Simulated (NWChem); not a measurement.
Species: C₂H₈Sn; SMILES [SnH2]([CH3])[CH3]

Program: NWChem. Structure relaxed at the PBE0/def2-SVP level. def2 effective core potentials on Sn; no spin-orbit coupling.

For level PBE/def2-SVP:

highest occupied level (eV): -6.80
orbital gap (eV): 7.09

**Question.** Estimate the same quantities for level TPSSh/def2-SVP.

**Answer.** 
| Property | Value |
|---|---|
| highest occupied level (eV) | -7.36 |
| orbital gap (eV) | 8.16 |
